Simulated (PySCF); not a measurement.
## Exercise with solution: refractive index and permittivity of the vapour

silylarsine (AsH5Si), SMILES [SiH3][AsH2].

Coordinates come from a PBE-D3(BJ)/def2-TZVP optimisation.

PBE/def2-TZVPD in PySCF gives a mean static polarisability of 68.0 bohr³ and a dipole moment of 0.29 D. Take an ideal gas at 298.15 K and 1 bar, whether or not the substance is that volatile.

**Question.** Work out n − 1 in the optical limit and the static ε − 1.

**Answer.** 
Polarisability volume α' = 68.0 × 0.148185 = 10.08 Å³. Number density N = p/kT = 2.43e-5 Å⁻³.
Dilute limit of Lorentz–Lorenz: n − 1 = 2π N α' = 0.0015.
Orientation term of Debye: μ²/(3kT) = 8.098 Å³ × μ²(D²) = 0.68 Å³.
ε − 1 = 4π N (α' + μ²/3kT) = 0.0033. Orientation of the dipole supplies 6 % of the static response; it can't follow optical fields. Vibrational polarisation and dispersion are left out.
